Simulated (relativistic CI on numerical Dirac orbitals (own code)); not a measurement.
Transition arrays of Br XII

These numbers are calculated, not measured: Dirac-Coulomb-Breit CI, orbitals from a KLI potential per configuration, a model potential for QED, valence Slater integrals scaled by 0.9, whole transition arrays (own radial code, finite nucleus).

CI space (outside the closed core [Ne] 3s2): 3p6 3d6, 3p6 3d5 4f, 3p5 3d7, 3p6 3d5 4p, 3p6 3d5 5f. Levels of other configurations are missing.

All E1 lines from the levels of 3p6 3d6; mean and standard deviation are weighted by gf, and upper levels are sorted by their leading configuration.

| Upper configuration | Lines | Σgf | Mean (eV) | Mean (nm) | σ (eV) | Strongest line (nm) |
| --- | --- | --- | --- | --- | --- | --- |
| 3p6 3d5 4f | 5470 | 563.7 | 220.93 | 5.612 | 3.84 | 5.605 |
| 3p5 3d7 | 1718 | 225.8 | 123.04 | 10.077 | 8.46 | 9.218 |
| 3p6 3d5 4p | 3245 | 60.4 | 153.85 | 8.059 | 3.72 | 8.023 |
| 3p6 3d5 5f | 5470 | 325.1 | 265.53 | 4.669 | 4.23 | 4.655 |

Σgf per state of the lower configuration in bins of 0.2 nm over the central range (centre: value): 4.5: 0.23, 4.7: 1.23, 4.9: 0.09, 5.5: 1.36, 5.7: 1.17, 5.9: 0.14, 7.7: 0.02, 7.9: 0.09, 8.1: 0.11, 8.3: 0.05, 9.3: 0.14, 9.5: 0.20, 9.7: 0.09, 9.9: 0.05, 10.1: 0.08, 10.3: 0.13, 10.5: 0.10, 10.7: 0.08, 10.9: 0.05.

(1) How do configuration mixing and the scaling of the Slater integrals move the arrays?

Answers

(1) Slater scale 0.9, no configuration mixing: 3p6 3d5 4f 221.0 ± 3.8 eV (Σgf 573.4), 3p5 3d7 123.6 ± 8.7 eV (Σgf 253.5), 3p6 3d5 4p 154.1 ± 3.7 eV (Σgf 71.4), 3p6 3d5 5f 265.4 ± 4.2 eV (Σgf 237.0); Slater scale 1: 3p6 3d5 4f 221.4 ± 4.3 eV (Σgf 568.6), 3p5 3d7 124.0 ± 9.2 eV (Σgf 223.8), 3p6 3d5 4p 153.7 ± 4.5 eV (Σgf 59.6), 3p6 3d5 5f 265.8 ± 4.7 eV (Σgf 329.5); Slater scale 0.8: 3p6 3d5 4f 220.5 ± 3.4 eV (Σgf 558.7), 3p5 3d7 122.1 ± 7.7 eV (Σgf 227.3), 3p6 3d5 4p 153.8 ± 3.3 eV (Σgf 61.6), 3p6 3d5 5f 265.3 ± 3.8 eV (Σgf 320.9). With mixing, levels are counted to their leading configuration, so an array can shrink or vanish into another, and the sums then hold other lines.
